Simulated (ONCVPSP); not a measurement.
## Configuration tests for vanadium (ONCV)

V (Z = 23), optimised norm-conserving Vanderbilt (ONCV), made with ONCVPSP 4.0.1 (PBE, scalar-relativistic). Core [Ne], reference 3s2 3p6 3d3 4s2. Waves: 3s+4s: rc 1.85 bohr, ncon 4, nbas 8, qcut 7.4 1/bohr, 3 projectors, debl 2.3 Ha; 3p: rc 1.10 bohr, ncon 4, nbas 7, qcut 9 1/bohr, 2 projectors, debl 0.45 Ha; 3d: rc 1.85 bohr, ncon 4, nbas 8, qcut 7 1/bohr, 2 projectors, debl 2.2 Ha. Local part: polynomial inside 0.70 bohr (lpopt 1, dvloc0 0 Ha). Core correction: Teter function, parameters optimised by the program.

In the p channel the program set the typed energies aside and used -1.618, 0.250 Ha.

Energies are relative to the spin-unpolarised reference configuration 3s2 3p6 3d3 4s2; without spin polarisation the order of configurations can differ from experiment.

```json
{"valence configuration": "3s2 3p6 3d3 4s1", "charge": "+1", "ΔE all-electron (eV)": "7.735", "error AE − PS (meV)": "+0.2"}
{"valence configuration": "3s2 3p6 3d4 4s1", "charge": "0", "ΔE all-electron (eV)": "0.586", "error AE − PS (meV)": "+32"}
```

Task: What are ΔE and the potential's error for 3s2 3p6 3d2 4s0?

Result: ΔE = 50.928 eV all-electron; the error (AE − PS) is +83 meV.

Task: What are ΔE and the potential's error for 3s2 3p6 3d3 4s0?

Result: ΔE = 22.031 eV all-electron; the error (AE − PS) is 0.0 meV.

Levels in the configuration 3s2 3p6 3d4 4s1:

```json
{"level": "3s", "all-electron (eV)": "-66.576", "pseudo (eV)": "-66.624"}
{"level": "3p", "all-electron (eV)": "-40.533", "pseudo (eV)": "-40.538"}
{"level": "3d", "all-electron (eV)": "-2.429", "pseudo (eV)": "-2.450"}
{"level": "4s", "all-electron (eV)": "-3.874", "pseudo (eV)": "-3.850"}
```
